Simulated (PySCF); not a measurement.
Isomers of C4H7N3Si, mass 125.041 u with the commonest isotopes. Level of theory: PBE0/def2-SVPD in PySCF (dipole) on a GFN2-xTB geometry, gas phase. One conformer each, none proved a minimum here; rigid rotors.

Question: Order these by radius of gyration √(Σ m r²/M), largest first.
A. `Cc1cc([SiH3])nnn1`
B. `[CH2:1]=[CH:2][c:3]1[n:4][nH:5][n:6][c:7]1[SiH3:8]` with C1–C2–C3–N4 -1°
C. `[CH2:1]=[CH:2][n:3]1[n:4][n:5][cH:6][c:7]1[SiH3:8]` with C1–C2–N3–N4 0°

Answer: A (2.128 Å), B (2.079 Å), C (2.033 Å).

Question: Order these by dipole moment, largest first.
A. `Cc1cc([SiH3])nnn1`
B. `[CH2:1]=[CH:2][c:3]1[n:4][nH:5][n:6][c:7]1[SiH3:8]` with C1–C2–C3–N4 -1°
C. `[CH2:1]=[CH:2][n:3]1[n:4][n:5][cH:6][c:7]1[SiH3:8]` with C1–C2–N3–N4 0°

Answer: A (4.98 D), C (3.90 D), B (0.36 D).

Question: Order these by rotational constant B, smallest first.
A. `CC1=CC([SiH3])=NN=N1`
B. `[CH2:1]=[CH:2][c:3]1[n:4][nH:5][n:6][c:7]1[SiH3:8]` with C1–C2–C3–N4 -1°
C. `[CH2:1]=[CH:2][n:3]1[n:4][n:5][cH:6][c:7]1[SiH3:8]` with C1–C2–N3–N4 0°

Answer: A (1155 MHz), B (1524 MHz), C (1621 MHz).

| SMILES | point group | Ia (u·Å²) | Ib (u·Å²) | Ic (u·Å²) | κ | μa (D) | μb (D) | μc (D) |
| --- | --- | --- | --- | --- | --- | --- | --- | --- |
| C=Cc1n[nH]nc1[SiH3] | – | 211.44 | 331.70 | 537.36 | -0.20 | 0.29 | 0.21 | 0.01 |
| C=Cn1nncc1[SiH3] | Cs | 208.25 | 311.68 | 514.14 | -0.12 | 2.31 | 3.14 | 0.00 |
| Cc1cc([SiH3])nnn1 | Cs | 132.80 | 437.74 | 561.48 | -0.82 | 0.40 | 4.97 | 0.00 |
